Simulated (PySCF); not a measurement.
Frontier orbitals and the lowest excitations

Species: CH8NPSi.
SMILES with atom numbers: `[CH3:1][NH:2][SiH2:3][PH2:4]` (hydrogens: H5, H6, H7 on C1; H8 on N2; H9, H10 on Si3; H11, H12 on P4)

Cartesian coordinates in Å at the PBE0-D3(BJ)/def2-SVP level; atoms count from 1:
```
atom  x, y, z in Å
C1    -1.9422    0.3562   -0.3179
N2    -0.6841    0.0276    0.3075
Si3    0.7494   -0.4291   -0.5433
P4     2.4272   -0.2780    0.9670
H5    -1.7610    0.8175   -1.3019
H6    -2.6050   -0.5152   -0.4858
H7    -2.5057    1.0927    0.2794
H8    -0.7651   -0.2727    1.2731
H9     0.8754    0.4810   -1.7246
H10    0.8006   -1.8374   -1.0709
H11    2.6810    1.1064    0.7236
H12    3.4255   -0.7312    0.0502
```

Method: TDDFT CAM-B3LYP/def2-SVPD, vertical, gas phase, core orbitals frozen in the response (PySCF).

Kohn–Sham orbitals with the atoms that hold most of them (Löwdin shares over 4%, at most four atoms; ? is withheld):

```tsv
orbital	ε (eV)	atoms
LUMO+2	1.65	P4 40%, Si3 19%, H12 17%, H11 6%
LUMO+1	1.32	P4 28%, Si3 23%, H11 13%, H10 8%
LUMO	?	Si3 30%, P4 18%, C1 13%, H8 6%
HOMO	-8.16	?
HOMO-1	-8.74	?
HOMO-2	-10.42	P4 35%, Si3 22%, H11 11%, H10 9%
HOMO-3	-11.12	Si3 29%, P4 18%, H9 17%, H10 13%
```

Task: Which atoms hold the HOMO-1, and with what shares?

Result: P4 (bonded to Si and 2 H) 57%; Si3 (bonded to N, P and 2 H) 14%; N2 (bonded to C, Si and H) 7%; H12 (bonded to P) 6%.

Task: Which atoms hold the HOMO, and with what shares?

Result: N2 (bonded to C, Si and H) 49%; Si3 (bonded to N, P and 2 H) 11%; P4 (bonded to Si and 2 H) 10%; C1 (bonded to N and 3 H) 10%.

Task: What is the LUMO energy, and the HOMO–LUMO gap?

Result: ε(LUMO) = 0.97 eV; the gap is 9.13 eV (0.3355 hartree).

Task: The HOMO–LUMO gap is 9.13 eV. Where does the response calculation put the lowest singlet, and from which orbitals?

Result: S1 is at 5.89 eV (f = 0.0086), 3.24 eV below the gap, made of HOMO→LUMO (80%). 

Next come S2 at 6.38 eV (f 0.013), HOMO→LUMO+1 (51%), HOMO→LUMO+2 (17%), HOMO-1→LUMO+2 (10%); S3 at 6.60 eV (f 0.0067), HOMO-1→LUMO+2 (27%), HOMO→LUMO+1 (20%), HOMO→LUMO+2 (20%); S4 at 6.79 eV (f 0.030), HOMO-1→LUMO+1 (46%), HOMO-1→LUMO (28%), HOMO→LUMO+1 (10%); S5 at 7.00 eV (f 0.196), HOMO→LUMO+2 (32%), HOMO-1→LUMO (23%), HOMO-1→LUMO+1 (12%).

Löwdin shares depend on the basis, the more so with diffuse functions.

The run took 43 s of wall time on Arm Neoverse V2, one thread, no GPU, on a shared host.

One conformer stands for the species.
